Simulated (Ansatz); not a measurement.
`C[CH2][Al]([SH])[O]C` + `CO[SiH](O)F` → `C[CH2][Al]([OH])[SH]` + `CO[SiH](F)OC`  (redistribution)

Isolated molecules relaxed with PBE0-D4/def2-TZVP in Ansatz; ΔE leaves out vibrations. CCSD(T)/CBS is the MP2 limit (def2-TZVPP, def2-QZVPP) plus CCSD(T) − MP2 in def2-TZVPP, frozen cores. Functionals use def2-TZVPP. B3LYP here is the variant with VWN-RPA as its local correlation; programs differ in this. Each species was taken in one conformer, which may not be the lowest.

(1) Is it downhill or uphill in electronic energy at CCSD(T)/CBS, and by how much? (Estimate.)

(2) What do these levels give: PBE-D4, r2SCAN-D4, PBE0-D4, B3LYP-D4, ωB97X-V, B2PLYP, PBE, B3LYP, MP2/def2-TZVPP, SCS-MP2/def2-TZVPP, CCSD/def2-TZVPP, MP2/CBS(def2)? (Estimate.)

Largest T1 diagnostic among the species: 0.011.

Answers

(1) The calculation gave: Downhill: ΔE = -3.2 kJ/mol.

(2) The calculation gave: PBE-D4 -1.2, r2SCAN-D4 -1.9, PBE0-D4 -1.3, B3LYP-D4 -2.3, ωB97X-V -3.0, B2PLYP -2.3, PBE -1.0, B3LYP -1.9, MP2/def2-TZVPP -2.6, SCS-MP2/def2-TZVPP -3.0, CCSD/def2-TZVPP -2.7, MP2/CBS(def2) -3.3 kJ/mol.
